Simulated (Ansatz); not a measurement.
```xyz
3

O    -0.0324    0.8727   -0.7324
H    -0.0169    1.5993   -0.0628
Cl   -0.0318   -0.4886    0.3044
```

Basis set: 6-31G (spherical functions). Left uncorrelated: 6 orbitals. Charge 0, multiplicity 1.

Computed with Ansatz (development build ahead of 0.2.0); each method stands on the lowest determinant of its kind that the runs found. Restricted open shells among the atoms or ions are ROHF, correlated in semicanonical orbitals with singles.

The atomization energy at this shape (free ground-state atoms in the same class of orbitals less the molecule, no zero-point energy) of singlet HClO:

```tsv
method	atomization energy
RHF	1.86 eV
```

What does RHF-MP2 give?

4.52 eV.

This basis has no polarisation functions and is too small for such energies, which can lie far from measured ones in either direction.
